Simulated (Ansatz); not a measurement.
The cluster Al₄O₆⁻, relaxed as a doublet with UKS r2SCAN-D4/def2-SVPD in Ansatz, starting from the r2SCAN-D4/def2-SVP geometry of the neutral singlet. Force threshold 0.02 eV/Å.

The structure comes from a short search, and lower isomers may exist.

Start:

```xyz
10

Al    0.554    1.489    0.417
Al   -0.339   -0.028   -1.607
Al    1.148   -1.126    0.337
Al   -1.363   -0.336    0.853
O    -1.843   -0.394   -0.816
O    -0.876    1.249    1.375
O    -0.233   -1.582    1.289
O     0.876   -1.249   -1.375
O     0.233    1.582   -1.289
O     1.843    0.394    0.816
```

```
step  energy (eV)  largest force component (eV/Å)  SCF passes
   1  -38660.4338                           1.077          21
   2  -38660.5360                           0.360          26
   3  -38660.5591                           0.054          25
   4  -38660.5596                           0.002          26
```

Force components are those of the run's own axes.

End:

```xyz
10

Al    0.569    1.530    0.428
Al   -0.348   -0.029   -1.651
Al    1.179   -1.156    0.347
Al   -1.400   -0.345    0.876
O    -1.858   -0.397   -0.823
O    -0.883    1.259    1.386
O    -0.235   -1.594    1.299
O     0.883   -1.259   -1.386
O     0.235    1.594   -1.299
O     1.858    0.397    0.823
```

By distances, no bond broke or formed. The bond that changes most is Al1–O9, from 1.74 to 1.76 Å (atoms count from 1).

No frequencies were taken in this run, so the end may be a saddle point.

Run time 44 s (4 threads of Arm Neoverse V2 on a shared host).
